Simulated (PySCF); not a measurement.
A GIAO shielding run with PySCF 2.14.0 with density-fitted response routines (density fitting, non-relativistic, gas phase) on SMILES C=C[S@@](=O)c1ccccc1, C8H8OS:

```
{"job": {"kind": "nmr", "xc": "PBE0", "basis": "pcSseg-1"}, "charge": 0, "multiplicity": 1}
C      3.043387     0.604282     0.458589
C      2.170212     0.738746    -0.513978
S      1.471120    -0.737917    -1.318963
O      2.028846    -1.889082    -0.610366
C     -0.159779    -0.405188    -0.560945
C     -0.534339    -1.124281     0.556679
C     -1.764300    -0.878363     1.141738
C     -2.608252     0.076551     0.598511
C     -2.228647     0.784381    -0.531341
C     -0.998614     0.542705    -1.119328
H      3.496658     1.437327     0.968981
H      3.329493    -0.387123     0.775652
H      1.817789     1.671441    -0.919872
H      0.144067    -1.868163     0.947683
H     -2.064144    -1.432554     2.018365
H     -3.567899     0.268096     1.055099
H     -2.892881     1.522686    -0.955289
H     -0.691477     1.082772    -2.002872
```

Hardware: 1 thread of an Arm Neoverse V1, shared host. The job also computes population analyses, field gradients, ring-centre shieldings.

**Question.** How large is the calculation?

**Answer.** 80 electrons, 217 basis functions and 1142 auxiliary functions.

**Question.** How long does it take?

**Answer.** 49 s of wall time, with 15 SCF cycles and 5 response iterations. Times on a shared host scatter by some tens of per cent.
